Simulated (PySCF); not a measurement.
A species of formula C6H12N2Si has this rotational fingerprint, computed with PBE0/pcSseg-1 in PySCF (dipole) on a GFN2-xTB geometry, gas phase:

```
Rotational constants : A = 2133, B = 741.8, C = 687.3 MHz
Dipole components    : |μa| = 1.66 D, |μb| = 0.29 D, |μc| = 0.42 D
Inertial defect      : -182.79 u·Å²
κ                    : -0.92
```

Task: Which candidate fits, each taken in the one conformer that was computed?
A. `[H]/[N:9]=[CH:8]/[C@@H:6](/[N:5]=[C:3](\[CH:2]=[CH2:1])[CH3:4])[SiH3:7]` with C1–C2–C3–C4 -3°, C3–N5–C6–Si7 94°, N5–C6–C8–N9 159°
B. `[CH3:1][c:2]1[cH:3][cH:4][n:5]([SiH:6]([CH3:7])[CH3:8])[n:9]1` with C4–N5–Si6–C7 -153°
C. `[CH2:1]=[C:2]([CH3:3])[CH2:4][NH:5][CH2:6][SiH2:7][C:8]#[N:9]` with C1–C2–C4–N5 117°, C2–C4–N5–C6 -178°, C4–N5–C6–Si7 -176°, N5–C6–Si7–C8 179°
D. `[CH3:1][c:2]1[cH:3][cH:4][n:5][n:6]1[SiH:7]([CH3:8])[CH3:9]` with N5–N6–Si7–C8 105°
E. `[CH:1]#[C:2][C@@:3]([CH3:4])(/[CH:5]=[N:6]\[CH3:7])[NH:8][SiH3:9]` with C2–C3–C5–N6 64°, C2–C3–N8–Si9 36°
F. `C[Si](C)(n1cccn1)C`

Result: A. It is [H]/N=C/[C@H]([SiH3])/N=C(/C)C=C, a near-prolate asymmetric top, point group C1. The candidates at the same level (rigid rotor, commonest isotopes):

| SMILES | A (MHz) | B (MHz) | C (MHz) | μa (D) | μb (D) | μc (D) | Δ (u·Å²) | point group | rotor |
| --- | --- | --- | --- | --- | --- | --- | --- | --- | --- |
| C[Si](C)(C)n1cccn1 | 2298 | 989.3 | 897.1 | 1.40 | 1.67 | 0.00 | -167.46 | C1 | asymmetric top |
| Cc1ccnn1[SiH](C)C | 2112 | 1129 | 845.7 | 0.56 | 2.05 | 0.17 | -89.42 | C1 | asymmetric top |
| Cc1ccn([SiH](C)C)n1 | 2819 | 876.6 | 703.8 | 1.17 | 1.27 | 0.46 | -37.66 | C1 | asymmetric top |
| C#C[C@@](C)(/C=N\C)N[SiH3] | 1619 | 1080 | 994.3 | 1.19 | 0.57 | 0.15 | -271.93 | C1 | asymmetric top |
| [H]/N=C/[C@H]([SiH3])/N=C(/C)C=C | 2133 | 741.8 | 687.3 | 1.66 | 0.29 | 0.42 | -182.79 | C1 | near-prolate asymmetric top |
| C=C(C)CNC[SiH2]C#N | 4620 | 430.7 | 415.8 | 3.67 | 0.58 | 0.91 | -67.29 | C1 | near-prolate asymmetric top |

`Cc1ccnn1[SiH](C)C` has B 52 % too high; `C=C(C)CNC[SiH2]C#N` has A 117 % too high; `Cc1ccn([SiH](C)C)n1` has A 32 % too high; `C[Si](C)(C)n1cccn1` has B 33 % too high; `C#C[C@@](C)(/C=N\C)N[SiH3]` has B 46 % too high. No structure here is proved a minimum.
